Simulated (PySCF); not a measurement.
S$_{2}$, triplet, geometry from GFN2-xTB, atoms displaced at random by about 0.08 Å a coordinate; PySCF with HF/def2-SVP, gradient.

The PySCF input:
```python
from pyscf import gto, scf

mol = gto.M(
    atom='''
S    -0.019028    0.013197   -0.983831
S    -0.032989   -0.005807    0.983647
''',
    basis='def2-svp',
    charge=0,
    spin=2,
    verbose=4,
)

mf = scf.UHF(mol)
mf.conv_tol = 1e-6
mf.kernel()
g = mf.nuc_grad_method()
grad = g.kernel()
```

Q: What does PySCF print? Leave out banner, timings and long lists.

A: 
```
PySCF version 2.14.0

[INPUT] verbose = 4
[INPUT] num. atoms = 2
[INPUT] num. electrons = 32
[INPUT] charge = 0
[INPUT] spin (= nelec alpha-beta = 2S) = 2
[INPUT] symmetry False subgroup None
[INPUT] Mole.unit = angstrom
[INPUT] Symbol           X                Y                Z      unit          X                Y                Z       unit  Magmom
[INPUT]  1 S     -0.019028000000   0.013197000000  -0.983831000000 AA   -0.035957708698   0.024938715666  -1.859171142857 Bohr   0.0
[INPUT]  2 S     -0.032989000000  -0.005807000000   0.983647000000 AA   -0.062340175123  -0.010973639605   1.858823433250 Bohr   0.0

nuclear repulsion = 68.8493782463981
number of shells = 16
number of NR pGTOs = 72
number of NR cGTOs = 36
basis = def2-svp
ecp = {}

******** <class 'pyscf.scf.uhf.UHF'> ********
method = UHF
initial guess = minao
damping factor = 0
level_shift factor = 0
DIIS = <class 'pyscf.scf.diis.CDIIS'>
diis_start_cycle = 1
diis_space = 8
diis_damp = 0
SCF conv_tol = 1e-06
SCF conv_tol_grad = None
SCF max_cycles = 50
direct_scf = True
direct_scf_tol = 1e-13
number electrons alpha = 17  beta = 15
Set gradient conv threshold to 0.001
init E= -794.705772905626

cycle= 1 E= -794.776631897955  delta_E= -0.0709  |g|= 0.146  |ddm|= 1.32
cycle= 2 E= -794.79350412657  delta_E= -0.0169  |g|= 0.0518  |ddm|= 0.194
cycle= 3 E= -794.795661968179  delta_E= -0.00216  |g|= 0.0196  |ddm|= 0.067
cycle= 4 E= -794.796146413609  delta_E= -0.000484  |g|= 0.00329  |ddm|= 0.0419
cycle= 5 E= -794.796163096464  delta_E= -1.67e-05  |g|= 0.00093  |ddm|= 0.00957
cycle= 6 E= -794.796164641814  delta_E= -1.55e-06  |g|= 0.000203  |ddm|= 0.00277
cycle= 7 E= -794.796164710921  delta_E= -6.91e-08  |g|= 4.81e-05  |ddm|= 0.000632
Extra cycle  E= -794.796164713487  delta_E= -2.57e-09  |g|= 2.3e-05  |ddm|= 8.67e-05
converged SCF energy = -794.796164713487  <S^2> = 2.0259502  2S+1 = 3.0172505

******** <class 'pyscf.grad.uhf.Gradients'> for <class 'pyscf.scf.uhf.UHF'> ********
unit = Eh/Bohr
--------------- UHF gradients ---------------
         x                y                z
0 S     0.0004060291     0.0005526951    -0.0572203493
1 S    -0.0004060291    -0.0005526951     0.0572203493
----------------------------------------------
```
